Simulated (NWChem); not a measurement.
System: AlSiH$_{4}$Cl; SMILES [AlH]([SiH3])[Cl]

Here is an NWChem input.

```
start job
memory heap 200 mb stack 900 mb global 1100 mb
geometry units angstroms noautoz
  Al    -0.757942    -0.158441     0.002238
  Cl     0.454203    -1.889960    -0.000003
  H     -2.322042    -0.412834     0.019369
  Si     0.318096     2.040322    -0.001132
  H      0.119906     2.705745     1.327727
  H     -0.301662     2.925180    -1.039615
  H      1.786889     1.949441    -0.266866
end
basis spherical
  Al library def2-svp
  Cl library def2-svp
  H library def2-svp
  Si library def2-svp
end
dft
  xc m06-2x
  grid xcoarse
  iterations 150
  mulliken
end
task dft gradient
```

Excerpt of the output:

```
             Northwest Computational Chemistry Package (NWChem) 7.3.0
             --------------------------------------------------------

 C1  symmetry detected

                             Geometry "geometry" -> ""
                             -------------------------

 Output coordinates in angstroms (scale by  1.889725989 to convert to a.u.)

  No.       Tag          Charge          X              Y              Z
 ---- ---------------- ---------- -------------- -------------- --------------
    1 Al                  13.0000    -0.79496337    -0.17499860    -0.00169170
    2 Cl                  17.0000     0.38292295    -1.93000284    -0.00011357
    3 H                    1.0000    -2.36381061    -0.39860906     0.00991726
    4 Si                  14.0000     0.32407866     2.00219500    -0.00077984
    5 H                    1.0000     0.13435877     2.67115826     1.32753782
    6 H                    1.0000    -0.27453792     2.89923759    -1.04120926
    7 H                    1.0000     1.79172213     1.88251330    -0.26140544

 Effective nuclear repulsion energy (a.u.)     163.9774173969

                                 NWChem DFT Module
                                 -----------------

 Summary of "ao basis" -> "ao basis" (spherical)
 ------------------------------------------------------------------------------
       Tag                 Description            Shells   Functions and Types
 ---------------- ------------------------------  ------  ---------------------
 Al                         def2-svp                 8       18   4s3p1d
 Cl                         def2-svp                 8       18   4s3p1d
 H                          def2-svp                 3        5   2s1p
 Si                         def2-svp                 8       18   4s3p1d

            General Information
            -------------------
          SCF calculation type: DFT
          Wavefunction type:  closed shell.
          No. of atoms     :     7
          No. of electrons :    48
           Alpha electrons :    24
            Beta electrons :    24
          Charge           :     0
          Spin multiplicity:     1
          Use of symmetry is: off; symmetry adaption is: off
          Maximum number of iterations: 150
          AO basis - number of functions:    74
                     number of shells:    36
          Convergence on energy requested:  1.00D-06
          Convergence on density requested:  1.00D-05
          Convergence on gradient requested:  5.00D-04

              XC Information
              --------------
                       M06-2X Method XC Functional
                     Hartree-Fock (Exact) Exchange  0.540
                        M06-2X Exchange Functional  1.000
                      M06-2X Correlation Potential  1.000

             Grid Information
             ----------------
          Grid used for XC integration:  xcoarse
          Radial quadrature: Mura-Knowles
          Angular quadrature: Lebedev.
          Tag              B.-S. Rad. Rad. Pts. Rad. Cut. Ang. Pts.
          ---              ---------- --------- --------- ---------
          Al                  1.25       42           9.0       194
          Cl                  1.00       42          12.0       194
          H                   0.35       21          11.0       194
          Si                  1.10       42           9.0       194
          Grid pruning is: on
          Number of quadrature shells:   210
          Spatial weights used:  Erf1

      Superposition of Atomic Density Guess
      -------------------------------------

 Sum of atomic energies:        -991.85059678

      Non-variational initial energy
      ------------------------------

 Total energy =    -992.391820
 1-e energy   =   -1700.687377
 2-e energy   =     544.318139
 HOMO         =      -0.285099
 LUMO         =      -0.011524

     ---------------------------------------------
      Total Density - Mulliken Population Analysis
     ---------------------------------------------

    Atom       Charge   Shell Charges
 -----------   ------   -------------------------------------------------------
    1 Al  13    12.09   2.00  1.99  0.95  0.18  5.93  0.56  0.37  0.10
    2 Cl  17    17.51   2.00  1.99  1.23  0.71  5.94  2.20  3.42  0.01
    3 H    1     1.22   0.71  0.50  0.01
    4 Si  14    14.01   2.00  1.99  1.03  0.34  5.94  1.18  1.46  0.08
    5 H    1     1.05   0.68  0.36  0.01
    6 H    1     1.05   0.68  0.36  0.01
    7 H    1     1.06   0.69  0.36  0.01

   convergence    iter        energy       DeltaE   RMS-Dens  Diis-err
 ---------------- ----- ----------------- --------- --------- ---------
 d= 0,ls=0.0,diis     1   -994.1721201068 -1.16D+03  1.04D-02  1.84D-01
 d= 0,ls=0.0,diis     2   -994.1951090032 -2.30D-02  4.58D-03  6.63D-02
 d= 0,ls=0.0,diis     3   -994.2048602304 -9.75D-03  9.03D-04  3.58D-03
 d= 0,ls=0.0,diis     4   -994.2054156790 -5.55D-04  2.01D-04  5.85D-05
 d= 0,ls=0.0,diis     5   -994.2054288433 -1.32D-05  6.01D-05  6.28D-06
  Resetting Diis
 d= 0,ls=0.0,diis     6   -994.2054301384 -1.30D-06  6.09D-06  6.71D-08
 d= 0,ls=0.0,diis     7   -994.2054301553 -1.69D-08  1.40D-06  3.42D-09

         Total DFT energy =     -994.205430155322
      One electron energy =    -1702.813245340422
           Coulomb energy =      613.905750746827
    Exchange-Corr. energy =      -69.275352958618
 Nuclear repulsion energy =      163.977417396890

 Numeric. integr. density =       47.999534682689

                       DFT Final Molecular Orbital Analysis
                       ------------------------------------

 Vector   22  Occ=2.000000D+00  E=-3.919974D-01
              MO Center=  3.1D-01, -1.7D+00,  1.4D-02, r^2= 2.0D+00
   Bfn.  Coefficient  Atom+Function         Bfn.  Coefficient  Atom+Function
  ----- ------------  ---------------      ----- ------------  ---------------
    31      0.614027  2 Cl pz                28      0.447561  2 Cl pz
    25      0.259544  2 Cl pz                13      0.104599  1 Al pz
    10      0.075698  1 Al pz                60     -0.068268  5 H  s
    54     -0.057221  4 Si pz                51     -0.050966  4 Si pz
    65      0.047913  6 H  s                  7     -0.045936  1 Al pz

 Vector   23  Occ=2.000000D+00  E=-3.907863D-01
              MO Center=  9.0D-02, -1.2D+00, -3.3D-03, r^2= 3.4D+00
   Bfn.  Coefficient  Atom+Function         Bfn.  Coefficient  Atom+Function
  ----- ------------  ---------------      ----- ------------  ---------------
    29      0.530350  2 Cl px                26      0.402865  2 Cl px
    23      0.231765  2 Cl px                 3      0.154197  1 Al s
     9      0.136501  1 Al py                38      0.136948  3 H  s
    12      0.131860  1 Al py                37      0.115732  3 H  s
    50     -0.105114  4 Si py                 2      0.093800  1 Al s

 Vector   24  Occ=2.000000D+00  E=-3.243544D-01
              MO Center= -3.6D-01,  6.1D-01, -9.5D-04, r^2= 4.3D+00
   Bfn.  Coefficient  Atom+Function         Bfn.  Coefficient  Atom+Function
  ----- ------------  ---------------      ----- ------------  ---------------
    53      0.279561  4 Si py                50      0.253087  4 Si py
    45     -0.222041  4 Si s                 37      0.219476  3 H  s
    38      0.216521  3 H  s                 30      0.212716  2 Cl py
     9     -0.187651  1 Al py                 8     -0.166894  1 Al px
     3     -0.162045  1 Al s                 29      0.161747  2 Cl px

 Vector   25  Occ=0.000000D+00  E=-4.785144D-02
              MO Center= -6.6D-01,  3.6D-02, -2.1D-02, r^2= 4.2D+00
   Bfn.  Coefficient  Atom+Function         Bfn.  Coefficient  Atom+Function
  ----- ------------  ---------------      ----- ------------  ---------------
    13      0.716975  1 Al pz                10      0.331742  1 Al pz
    31     -0.272874  2 Cl pz                61     -0.247286  5 H  s
    54      0.202792  4 Si pz                66      0.194265  6 H  s
     7     -0.181444  1 Al pz                28     -0.129658  2 Cl pz
    60     -0.102249  5 H  s                 65      0.080422  6 H  s

 Vector   26  Occ=0.000000D+00  E= 2.055286D-02
              MO Center= -2.2D-01,  3.5D-01,  3.5D-02, r^2= 5.3D+00
   Bfn.  Coefficient  Atom+Function         Bfn.  Coefficient  Atom+Function
  ----- ------------  ---------------      ----- ------------  ---------------
     4      0.895329  1 Al s                 52      0.605999  4 Si px
    22     -0.571427  2 Cl s                 11      0.542813  1 Al px
    71     -0.437291  7 H  s                 12     -0.394945  1 Al py
    66      0.396685  6 H  s                 45     -0.348816  4 Si s
    30     -0.342408  2 Cl py                61      0.272529  5 H  s

 Vector   27  Occ=0.000000D+00  E= 3.602486D-02
              MO Center= -7.0D-01,  8.0D-01,  3.7D-02, r^2= 5.2D+00
   Bfn.  Coefficient  Atom+Function         Bfn.  Coefficient  Atom+Function
  ----- ------------  ---------------      ----- ------------  ---------------
     4      1.509398  1 Al s                 45     -1.115486  4 Si s
    38     -0.820139  3 H  s                 53      0.732730  4 Si py
    12      0.678719  1 Al py                71      0.592791  7 H  s
    44     -0.335846  4 Si s                  3      0.231230  1 Al s
    11     -0.203529  1 Al px                43     -0.186612  4 Si s

     ---------------------------------------------
      Total Density - Mulliken Population Analysis
     ---------------------------------------------

    Atom       Charge   Shell Charges
 -----------   ------   -------------------------------------------------------
    1 Al  13    12.37   2.00  1.98  1.00  0.06  5.93  0.82  0.43  0.16
    2 Cl  17    17.29   2.00  1.99  1.23  0.72  5.94  2.14  3.27  0.01
    3 H    1     1.16   0.71  0.44  0.01
    4 Si  14    14.01   2.00  1.98  1.02  0.32  5.93  1.32  1.31  0.12
    5 H    1     1.06   0.72  0.33  0.01
    6 H    1     1.06   0.72  0.33  0.01
    7 H    1     1.05   0.72  0.32  0.01

     -------------------------------------------
      Total Density - Lowdin Population Analysis
     -------------------------------------------

    Atom       Charge   Shell Charges
 -----------   ------   -------------------------------------------------------
    1 Al  13    12.72   2.00  1.94  0.68  0.32  5.81  0.93  0.76  0.27
    2 Cl  17    17.07   2.00  1.96  1.03  0.79  5.83  2.25  3.21  0.01
    3 H    1     1.14   0.63  0.50  0.01
    4 Si  14    13.84   2.00  1.94  0.68  0.38  5.83  1.34  1.50  0.17
    5 H    1     1.08   0.63  0.42  0.02
    6 H    1     1.08   0.63  0.42  0.02
    7 H    1     1.07   0.63  0.42  0.02

     Multipole analysis of the density
     ---------------------------------

     L   x y z        total         alpha         beta         nuclear
     -   - - -        -----         -----         ----         -------
     0   0 0 0      0.000000    -24.000000    -24.000000     48.000000

     1   1 0 0     -0.252542     -0.126271     -0.126271     -0.000000
     1   0 1 0      0.407250      0.203625      0.203625     -0.000000
     1   0 0 1     -0.007297     -0.003649     -0.003649      0.000000

     2   2 0 0    -32.671992    -53.957065    -53.957065     75.242137
     2   1 1 0     -0.222486     -4.052070     -4.052070      7.881653
     2   1 0 1      0.023574      0.037472      0.037472     -0.051371
     2   0 2 0    -34.932926   -265.812565   -265.812565    496.692205
     2   0 1 1      0.009634     -0.025561     -0.025561      0.060756
     2   0 0 2    -28.571221    -19.490348    -19.490348     10.409476

            General Information
            -------------------
          SCF calculation type: DFT
          Wavefunction type:  closed shell.
          No. of atoms     :     7
          No. of electrons :    48
           Alpha electrons :    24
            Beta electrons :    24
          Charge           :     0
          Spin multiplicity:     1
          Use of symmetry is: off; symmetry adaption is: off
          Maximum number of iterations: 150
          AO basis - number of functions:    74
                     number of shells:    36
          Convergence on energy requested:  1.00D-06
          Convergence on density requested:  1.00D-05
          Convergence on gradient requested:  5.00D-04

              XC Information
              --------------
                       M06-2X Method XC Functional
                     Hartree-Fock (Exact) Exchange  0.540
                        M06-2X Exchange Functional  1.000
                      M06-2X Correlation Potential  1.000

             Grid Information
             ----------------
          Grid used for XC integration:  xcoarse
          Radial quadrature: Mura-Knowles
          Angular quadrature: Lebedev.
          Tag              B.-S. Rad. Rad. Pts. Rad. Cut. Ang. Pts.
          ---              ---------- --------- --------- ---------
          Al                  1.25       42           9.0       194
          Cl                  1.00       42          12.0       194
          H                   0.35       21          11.0       194
          Si                  1.10       42           9.0       194
          Grid pruning is: on
          Number of quadrature shells:   210
          Spatial weights used:  Erf1

          Convergence Information
          -----------------------
          Convergence aids based upon iterative change in
          total energy or number of iterations.
          Levelshifting, if invoked, occurs when the
          HOMO/LUMO gap drops below (HL_TOL):  1.00D-02
          DIIS, if invoked, will attempt to extrapolate
          using up to (NFOCK): 10 stored Fock matrices.

                    Damping( 0%)  Levelshifting(0.5)       DIIS
                  --------------- ------------------- ---------------
          dE  on:    start            ASAP                start
          dE off:    2 iters        150 iters           150 iters

                            NWChem DFT Gradient Module
                            --------------------------

  charge          =   0.00
  wavefunction    = closed shell

                         DFT ENERGY GRADIENTS

    atom               coordinates                        gradient
                 x          y          z           x          y          z
   1 Al     -1.502263  -0.330699  -0.003197    0.002076   0.000791  -0.000017
   2 Cl      0.723619  -3.647177  -0.000215    0.000948  -0.001540  -0.000002
   3 H      -4.466954  -0.753262   0.018741   -0.003714  -0.000273   0.000105
   4 Si      0.612420   3.783600  -0.001474   -0.001515  -0.004197  -0.000306
   5 H       0.253901   5.047757   2.508683   -0.000723   0.002265   0.004788
   6 H      -0.518801   5.478765  -1.967600   -0.002231   0.003339  -0.003706
   7 H       3.385864   3.557434  -0.493985    0.005160  -0.000384  -0.000862
```

Level: M06-2X/def2-SVP. Coordinates come from a PBE0/def2-SVP optimisation.
